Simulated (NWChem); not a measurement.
System: C2H3BO2; SMILES C#CB(O)O

NWChem input:

```
start job
memory heap 200 mb stack 900 mb global 1100 mb
geometry units angstroms noautoz
  B      0.000000     0.000000    -0.520698
  C      0.000000     0.000000     1.031020
  C      0.000000     0.000000     2.247797
  H      0.000000     0.000000     3.323490
  O      0.000000     1.157955    -1.225272
  H      0.000000     1.932318    -0.656107
  O      0.000000    -1.157955    -1.225272
  H      0.000000    -1.932318    -0.656107
end
basis spherical
  * library def2-svp
end
dft
  xc b3lyp
  iterations 150
  mulliken
end
task dft energy
```

NWChem printed, in part:

```
             Northwest Computational Chemistry Package (NWChem) 7.3.0
             --------------------------------------------------------

 C2V symmetry detected

                             Geometry "geometry" -> ""
                             -------------------------

 Output coordinates in angstroms (scale by  1.889725989 to convert to a.u.)

  No.       Tag          Charge          X              Y              Z
 ---- ---------------- ---------- -------------- -------------- --------------
    1 B                    5.0000     0.00000000     0.00000000    -0.50615178
    2 C                    6.0000     0.00000000     0.00000000     1.04556622
    3 C                    6.0000     0.00000000     0.00000000     2.26234322
    4 H                    1.0000     0.00000000     0.00000000     3.33803622
    5 O                    8.0000     0.00000000     1.15795500    -1.21072578
    6 H                    1.0000     0.00000000     1.93231800    -0.64156078
    7 O                    8.0000     0.00000000    -1.15795500    -1.21072578
    8 H                    1.0000     0.00000000    -1.93231800    -0.64156078

 Effective nuclear repulsion energy (a.u.)     137.1224336928

      Symmetry information
      --------------------

 Group name             C2v
 Group number             16
 Group order               4
 No. of unique centers     6

                                 NWChem DFT Module
                                 -----------------

 Summary of "ao basis" -> "ao basis" (spherical)
 ------------------------------------------------------------------------------
       Tag                 Description            Shells   Functions and Types
 ---------------- ------------------------------  ------  ---------------------
 B                          def2-svp                 6       14   3s2p1d
 C                          def2-svp                 6       14   3s2p1d
 H                          def2-svp                 3        5   2s1p
 O                          def2-svp                 6       14   3s2p1d

      Symmetry analysis of basis
      --------------------------

        a1         38
        a2          8
        b1         15
        b2         24

            General Information
            -------------------
          SCF calculation type: DFT
          Wavefunction type:  closed shell.
          No. of atoms     :     8
          No. of electrons :    36
           Alpha electrons :    18
            Beta electrons :    18
          Charge           :     0
          Spin multiplicity:     1
          Use of symmetry is: on ; symmetry adaption is: on
          Maximum number of iterations: 150
          AO basis - number of functions:    85
                     number of shells:    39
          Convergence on energy requested:  1.00D-06
          Convergence on density requested:  1.00D-05
          Convergence on gradient requested:  5.00D-04

              XC Information
              --------------
                         B3LYP Method XC Potential
                     Hartree-Fock (Exact) Exchange  0.200
                        Slater Exchange Functional  0.800 local
                    Becke 1988 Exchange Functional  0.720 non-local
              Lee-Yang-Parr Correlation Functional  0.810
                  VWN I RPA Correlation Functional  0.190 local

             Grid Information
             ----------------
          Grid used for XC integration:  medium
          Radial quadrature: Mura-Knowles
          Angular quadrature: Lebedev.
          Tag              B.-S. Rad. Rad. Pts. Rad. Cut. Ang. Pts.
          ---              ---------- --------- --------- ---------
          B                   0.85       49          11.0       434
          C                   0.70       49          10.0       434
          H                   0.35       45          11.0       434
          O                   0.60       49          12.0       434
          Grid pruning is: on
          Number of quadrature shells:   286
          Spatial weights used:  Erf1

      Superposition of Atomic Density Guess
      -------------------------------------

 Sum of atomic energies:        -250.63376049

      Non-variational initial energy
      ------------------------------

 Total energy =    -252.812789
 1-e energy   =    -611.806976
 2-e energy   =     221.871753
 HOMO         =      -0.362408
 LUMO         =      -0.010113

      Symmetry analysis of molecular orbitals - initial
      -------------------------------------------------

  Numbering of irreducible representations:

     1 a1          2 a2          3 b1          4 b2

  Orbital symmetries:

     1 a1          2 b2          3 a1          4 a1          5 a1
     6 a1          7 b2          8 a1          9 a1         10 a1
    11 b2         12 a1         13 b2         14 b1         15 a2
    16 a1         17 b1         18 b2         19 b1         20 b2
    21 a1         22 a1         23 b2         24 b1         25 a1
    26 a1         27 a1         28 b2

     ---------------------------------------------
      Total Density - Mulliken Population Analysis
     ---------------------------------------------

    Atom       Charge   Shell Charges
 -----------   ------   -------------------------------------------------------
    1 B    5     4.51   1.99  0.82  0.12  1.19  0.20  0.19
    2 C    6     6.18   1.99  1.00  0.41  1.98  0.78  0.03
    3 C    6     6.10   1.99  0.98  0.55  1.85  0.70  0.03
    4 H    1     0.88   0.63  0.22  0.03
    5 O    8     8.51   1.99  1.10  0.56  3.08  1.76  0.01
    6 H    1     0.66   0.53  0.07  0.06
    7 O    8     8.51   1.99  1.10  0.56  3.08  1.76  0.01
    8 H    1     0.66   0.53  0.07  0.06

   convergence    iter        energy       DeltaE   RMS-Dens  Diis-err
 ---------------- ----- ----------------- --------- --------- ---------
 d= 0,ls=0.0,diis     1   -253.0818786714 -3.90D+02  1.57D-02  8.26D-01
 d= 0,ls=0.0,diis     2   -253.0580999163  2.38D-02  8.26D-03  1.27D+00
 d= 0,ls=0.0,diis     3   -253.1761183937 -1.18D-01  2.04D-03  5.14D-02
 d= 0,ls=0.0,diis     4   -253.1794630975 -3.34D-03  1.05D-03  1.52D-02
 d= 0,ls=0.0,diis     5   -253.1811062352 -1.64D-03  3.51D-04  2.89D-03
  Resetting Diis
 d= 0,ls=0.0,diis     6   -253.1814697644 -3.64D-04  6.03D-05  3.60D-05
 d= 0,ls=0.0,diis     7   -253.1814746992 -4.93D-06  1.85D-05  8.87D-07
 d= 0,ls=0.0,diis     8   -253.1814746722  2.70D-08  9.13D-06  1.17D-06

         Total DFT energy =     -253.181474672216
      One electron energy =     -616.326826979407
           Coulomb energy =      259.229955484042
    Exchange-Corr. energy =      -33.207036869609
 Nuclear repulsion energy =      137.122433692759

 Numeric. integr. density =       35.999991451417

                  Occupations of the irreducible representations
                  ----------------------------------------------

                     irrep           alpha         beta
                     --------     --------     --------
                     a1               10.0         10.0
                     a2                1.0          1.0
                     b1                2.0          2.0
                     b2                5.0          5.0

                       DFT Final Molecular Orbital Analysis
                       ------------------------------------

 Vector   16  Occ=2.000000D+00  E=-3.248618D-01  Symmetry=a2
              MO Center=  2.0D-16,  3.1D-14, -1.2D+00, r^2= 1.9D+00
   Bfn.  Coefficient  Atom+Function         Bfn.  Coefficient  Atom+Function
  ----- ------------  ---------------      ----- ------------  ---------------
    51      0.458081  5 O  px                70     -0.458081  7 O  px
    54      0.339680  5 O  px                73     -0.339680  7 O  px
    10      0.048907  1 B  d -2

 Vector   17  Occ=2.000000D+00  E=-2.977802D-01  Symmetry=b1
              MO Center= -1.6D-16, -8.5D-15,  1.5D+00, r^2= 1.9D+00
   Bfn.  Coefficient  Atom+Function         Bfn.  Coefficient  Atom+Function
  ----- ------------  ---------------      ----- ------------  ---------------
    32      0.413345  3 C  px                18      0.406483  2 C  px
    35      0.243656  3 C  px                21      0.241300  2 C  px
    51     -0.127303  5 O  px                70     -0.127303  7 O  px
    54     -0.093822  5 O  px                73     -0.093822  7 O  px

 Vector   18  Occ=2.000000D+00  E=-2.945918D-01  Symmetry=b2
              MO Center= -1.4D-16,  1.6D-15,  1.5D+00, r^2= 2.0D+00
   Bfn.  Coefficient  Atom+Function         Bfn.  Coefficient  Atom+Function
  ----- ------------  ---------------      ----- ------------  ---------------
    33      0.424688  3 C  py                19      0.401586  2 C  py
    36      0.264539  3 C  py                22      0.214341  2 C  py
    53     -0.129020  5 O  pz                72      0.129020  7 O  pz
    56     -0.086162  5 O  pz                75      0.086162  7 O  pz
     5      0.038865  1 B  py                62     -0.031571  6 H  s

 Vector   19  Occ=0.000000D+00  E=-2.219046D-02  Symmetry=b1
              MO Center= -7.5D-16,  5.1D-16,  8.5D-01, r^2= 3.3D+00
   Bfn.  Coefficient  Atom+Function         Bfn.  Coefficient  Atom+Function
  ----- ------------  ---------------      ----- ------------  ---------------
    35      0.529497  3 C  px                21     -0.413341  2 C  px
    32      0.376573  3 C  px                 4      0.370849  1 B  px
    18     -0.254306  2 C  px                 7     -0.246909  1 B  px
    51      0.192589  5 O  px                70      0.192589  7 O  px
    54      0.187386  5 O  px                73      0.187386  7 O  px

 Vector   20  Occ=0.000000D+00  E= 1.584274D-02  Symmetry=b2
              MO Center=  6.9D-18, -2.0D-16,  1.3D+00, r^2= 3.3D+00
   Bfn.  Coefficient  Atom+Function         Bfn.  Coefficient  Atom+Function
  ----- ------------  ---------------      ----- ------------  ---------------
    36     -0.608163  3 C  py                22      0.555195  2 C  py
    33     -0.404133  3 C  py                19      0.358742  2 C  py
    63      0.284623  6 H  s                 82     -0.284623  8 H  s
    50     -0.203979  5 O  s                 69      0.203979  7 O  s
    53     -0.138319  5 O  pz                72      0.138319  7 O  pz

 Vector   21  Occ=0.000000D+00  E= 4.671031D-02  Symmetry=a1
              MO Center= -1.4D-15,  2.3D-14, -4.8D-01, r^2= 6.1D+00
   Bfn.  Coefficient  Atom+Function         Bfn.  Coefficient  Atom+Function
  ----- ------------  ---------------      ----- ------------  ---------------
    63      0.790125  6 H  s                 82      0.790125  8 H  s
     3      0.715697  1 B  s                 50     -0.648745  5 O  s
    69     -0.648745  7 O  s                 23      0.347322  2 C  pz
    17     -0.254130  2 C  s                 56     -0.161629  5 O  pz
    75     -0.161629  7 O  pz                55     -0.160192  5 O  py

     ---------------------------------------------
      Total Density - Mulliken Population Analysis
     ---------------------------------------------

    Atom       Charge   Shell Charges
 -----------   ------   -------------------------------------------------------
    1 B    5     5.08   1.98  0.81  0.07  1.64  0.36  0.21
    2 C    6     5.97   1.99  0.93  0.44  2.02  0.57  0.02
    3 C    6     6.13   1.99  0.91  0.57  2.00  0.65  0.02
    4 H    1     0.98   0.74  0.22  0.03
    5 O    8     8.10   1.99  1.09  0.53  2.91  1.57  0.01
    6 H    1     0.82   0.69  0.06  0.07
    7 O    8     8.10   1.99  1.09  0.53  2.91  1.57  0.01
    8 H    1     0.82   0.69  0.06  0.07

     -------------------------------------------
      Total Density - Lowdin Population Analysis
     -------------------------------------------

    Atom       Charge   Shell Charges
 -----------   ------   -------------------------------------------------------
    1 B    5     5.22   1.96  0.48  0.21  1.46  0.64  0.47
    2 C    6     6.08   1.97  0.65  0.35  1.83  1.22  0.05
    3 C    6     6.03   1.97  0.64  0.35  1.81  1.23  0.05
    4 H    1     0.96   0.60  0.28  0.08
    5 O    8     7.96   1.97  0.84  0.55  2.72  1.86  0.02
    6 H    1     0.89   0.55  0.16  0.18
    7 O    8     7.96   1.97  0.84  0.55  2.72  1.86  0.02
    8 H    1     0.89   0.55  0.16  0.18

     Multipole analysis of the density
     ---------------------------------

     L   x y z        total         alpha         beta         nuclear
     -   - - -        -----         -----         ----         -------
     0   0 0 0     -0.000000    -18.000000    -18.000000     36.000000

     1   1 0 0     -0.000000     -0.000000     -0.000000      0.000000
     1   0 1 0     -0.000000     -0.000000     -0.000000      0.000000
     1   0 0 1      1.044727      0.522363      0.522363      0.000000

     2   2 0 0    -21.559345    -10.779673    -10.779673      0.000000
     2   1 1 0      0.000000      0.000000      0.000000      0.000000
     2   1 0 1      0.000000      0.000000      0.000000      0.000000
     2   0 2 0    -16.382292    -59.831347    -59.831347    103.280402
     2   0 1 1      0.000000      0.000000      0.000000     -0.000000
     2   0 0 2    -21.409564   -142.778414   -142.778414    264.147265
```

Level: B3LYP/def2-SVP. Geometry: optimised at PBE0/def2-SVP.
